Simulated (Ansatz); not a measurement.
Process, species as SMILES: BC (CH5B) [methylborane] + [H][H] (H2) -> B (BH3) + C (CH4)
Each molecule is optimised on its own at B3LYP-D3(BJ)/def2-TZVP (Ansatz, an electronic-structure program).
Geometry of the first species:
```
C
H 1 1.0911
H 1 1.0911 2 110.17
H 1 1.1043 2 105.74 3 113.82
B 1 1.5512 2 115.05 4 114.15
H 5 1.1943 1 120.91 2 -26.93
H 5 1.1943 6 118.10 1 176.57
```
Charge 0, spin multiplicity 1.

Wanted: energy of full hydrogenation (electronic energy difference), in kcal/mol. Correlated levels leave the core frozen unless marked. No spin-orbit coupling. Non-relativistic. Basis-set limits of correlation are two-point, X^-3; Hartree-Fock from the larger set.

```
level                                        program  energy of full hydrogenation (kcal/mol)
------------------------------------  --------------  ---------------------------------------
PBE-D4/def2-TZVPD                     Ansatz + dftd4                                      [?]
BLYP-D4/def2-TZVPD                    Ansatz + dftd4                                      [?]
revPBE-D4/def2-TZVPD                  Ansatz + dftd4                                     -1.3
r2SCAN-D3(BJ)/def2-TZVPD              Ansatz + dftd3                                     -2.1
PBE0/def2-SVP                                 Ansatz                                     -3.0
r2SCAN0/def2-TZVPD                            Ansatz                                     -3.1
LC-wPBE-D4/def2-TZVPD                 Ansatz + dftd4                                     -3.0
wB97X/def2-TZVPD                              Ansatz                                      [?]
RPA@PBE/cc-pVQZ                               Ansatz                                      [?]
SCS-MP2/aug-cc-pVDZ                           Ansatz                                     -5.5
CCSD/def2-TZVPP                               Ansatz                                     -5.2
CCSDT/cc-pVDZ                                 Ansatz                                     -5.2
CCSD(T)/CBS(def2-TZVPPD,def2-QZVPPD)          Ansatz                                     -3.7
```

### Question
What belongs in the gaps?

### Answer

- PBE-D4/def2-TZVPD, energy of full hydrogenation (kcal/mol): -1.4
- BLYP-D4/def2-TZVPD, energy of full hydrogenation (kcal/mol): -2.8
- wB97X/def2-TZVPD, energy of full hydrogenation (kcal/mol): -4.3
- RPA@PBE/cc-pVQZ, energy of full hydrogenation (kcal/mol): -4.8
